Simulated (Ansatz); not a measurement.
## CCSD(T) forces

GeHSCl (SMILES [SH][Ge][Cl]), singlet, displaced at random from a GFN2-xTB minimum.

```
4
angstrom
S -0.4150 1.0902 -0.6461
Ge -0.9561 -1.1292 -0.3193
Cl 0.7077 -1.6317 1.0198
H 0.6547 1.2287 0.0370
```

Computed with Ansatz 0.2.0 (basis: def2-TZVPP); correlated methods freeze the cores. Filled d shells of the heavier atoms are correlated. The def2 sets are not built for correlating such inner shells, so the correlated values are less sure here.

CCSD(T) forces from the calculation:
```csv
atom,Fx,Fy,Fz (eV/Å)
S1,-2.063,-0.717,-1.196
Ge2,0.495,0.910,0.066
Cl3,-0.062,-0.111,-0.016
H4,1.630,-0.081,1.146
```

Question: Which atom feels the largest CCSD(T) force, and how large is it?

Answer: S1, 2.49 eV/Å, along (-0.83, -0.29, -0.48).

Root-mean-square difference of the force components from those of CCSD(T): PBE0-D4 0.041; wB97M-V 0.030; r2SCAN-D4 0.060; PBE-D4 0.234; revPBE-D4 0.280; BLYP-D4 0.379 eV/Å.

The T1 diagnostic stays at or below 0.015. These are differences at one structure, and CCSD(T) in triple zeta is itself an approximation.

For scale, one of the runs: CCSD(T)/def2-TZVPP forces, 146 basis functions (an equivalent command: `ansatz run in.yaml --threads 4`). The run took 69 s on 4 CPU threads (shared host), with 1.4 GiB of host memory at its peak.
